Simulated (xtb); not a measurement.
SnF2, SMILES [F][Sn][F] (connectivity only; charge and spin as stated), neutral, multiplicity 1. All values are semi-empirical tight-binding results from xtb (GFN2-xTB unless named), good for trends rather than for accurate numbers. The structure is a stationary point at GFN2-xTB. The isomer is the one that the SMILES or the coordinates give; other isomers of the formula were not compared.

Optimised geometry:

```xyz
3

Sn     0.0000     0.0000     0.3435
F      0.0000    -1.6216    -0.9542
F      0.0000     1.6216    -0.9542
```

For metal compounds this method's bond lengths and energies can be far off.

```yaml
point_group_as_xtb_finds_it: C2v
orbital_gap: 4.82 eV
zero_point_energy: 1.3 kcal/mol
G − E(el) at 298.15 K (modified RRHO): -16.3 kcal/mol
```

Computed atomic charges and the Wiberg bond orders between heavy atoms:
charges (e) Sn1 0.68, F2 -0.34, F3 -0.34. Bond orders Sn1–F2 1.16, Sn1–F3 1.16.
